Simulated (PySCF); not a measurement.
C2H6GeO2, SMILES [CH](=O)[Ge@@H]([CH3])[OH].

Geometry: PBE-D3(BJ)/def2-SVP. The structure was generated by enumeration; whether it is a known compound was not checked. Other conformers were not sampled.

Calculation: PySCF with PBE/def2-TZVP.

Isolated molecule, no solvent.

Computed frontier levels, gap, dipole moment and polarisability:
```json
{
 "highest_occupied_level": "-5.90 eV",
 "lowest_empty_level": "-2.95 eV",
 "orbital_gap": "2.95 eV",
 "dipole_moment": "2.99 D",
 "quadrupole, principal values (traceless, Buckingham form, about the centre of nuclear charge)": "-3.00, 0.19, 2.81 D·Å",
 "mean_static_polarisability": "63.8 bohr³ (9.46 Å³)",
 "polarisability_principal_values": "54.9, 61.6, 74.9 bohr³"
}
```
